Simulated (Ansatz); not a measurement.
Reaction (redistribution): `[CH3][W]([CH3])(=[O])=[O]` + `NC(O)N[SiH3]` → `[CH3][W]([NH2])(=[O])=[O]` + `CC(O)N[SiH3]`

Gas-phase electronic energies from Ansatz, PBE0-D4/def2-TZVP geometries. CCSD(T)/CBS adds triple-zeta CCSD(T) − MP2 to the extrapolated MP2 energy (def2 sets, frozen cores). Functionals use def2-TZVPP. B3LYP here is the variant with VWN-RPA as its local correlation; programs differ in this. Elements past krypton have def2 core potentials. For W outer-core shells are correlated without core-valence functions, which leaves a few kJ/mol of doubt a bond. One conformer a species, not always the lowest.

`[CH3][W]([CH3])(=[O])=[O]`:

Z-matrix (Å, degrees):
```
C
W 1 2.109
H 1 1.096 2 109.4
H 1 1.095 2 109.5 3 119.9
H 1 1.093 2 112.2 3 -120.0
C 2 2.109 1 112.5 3 -59.5
O 2 1.701 1 108.5 3 60.6
O 2 1.701 1 108.6 3 -179.6
H 6 1.095 2 109.4 1 -59.7
H 6 1.093 2 112.2 1 -179.7
H 6 1.095 2 109.5 1 60.2
```

`NC(O)N[SiH3]`:

Z-matrix (Å, degrees):
```
C
O 1 1.410
N 1 1.432 2 109.0
N 1 1.441 2 107.8 3 -125.9
H 1 1.100 2 110.4 3 117.2
H 2 0.963 1 106.7 3 169.9
Si 3 1.730 1 122.0 2 80.3
H 3 1.012 1 111.5 2 -64.4
H 4 1.015 1 109.8 2 64.0
H 4 1.013 1 110.2 2 -177.2
H 7 1.486 3 106.7 1 47.3
H 7 1.490 3 116.0 1 -73.2
H 7 1.486 3 107.5 1 166.0
```

`[CH3][W]([NH2])(=[O])=[O]`:

Cartesian coordinates in Å:
```
C 0.767 0.699 1.174
W 0.350 -0.377 -0.601
N -1.574 -0.460 -0.817
O 1.102 0.501 -1.858
O 1.039 -1.923 -0.374
H 1.848 0.759 1.324
H 0.368 1.714 1.106
H 0.323 0.195 2.037
H -2.130 -1.264 -0.562
H -2.094 0.154 -1.429
```

`CC(O)N[SiH3]`:

Cartesian coordinates in Å:
```
C 1.106 -1.160 -1.148
C 0.047 -0.719 -0.164
O 0.102 -1.639 0.913
N 0.229 0.642 0.251
Si -1.043 1.738 0.616
H 1.078 -0.532 -2.039
H 2.094 -1.077 -0.686
H 0.951 -2.201 -1.433
H -0.942 -0.775 -0.643
H -0.515 -1.341 1.588
H 1.160 0.835 0.592
H -1.983 1.808 -0.535
H -1.859 1.360 1.811
H -0.426 3.062 0.876
```

| level | ΔE (kJ/mol) | difference from CCSD(T)/CBS |
| --- | --- | --- |
| PBE-D4 | -105.4 | 6.7 |
| PBE0-D4 | -106.7 | 5.4 |
| B3LYP-D4 | -111.9 | 0.2 |
| ωB97M-V | -109.1 | 3.0 |
| B2PLYP | -111.2 | 0.9 |
| PBE | -104.7 | 7.4 |
| PBE0 | -106.1 | 6.0 |
| B3LYP | -110.9 | 1.2 |
| HF/def2-TZVPP | -112.6 | -0.5 |
| MP2/def2-TZVPP | -110.5 | 1.6 |
| SCS-MP2/def2-TZVPP | -111.0 | 1.1 |
| HF/def2-QZVPP | -112.4 | -0.3 |
| MP2/def2-QZVPP | -112.2 | -0.1 |
| SCS-MP2/def2-QZVPP | -112.7 | -0.6 |
| MP2/CBS(def2) | -113.7 | -1.6 |
| CCSD/CBS(def2) | -112.4 | -0.3 |
| CCSD(T)/CBS | -112.1 | 0 |

Largest T1 diagnostic among the species: 0.023, so the coupled-cluster value is less sure than usual.
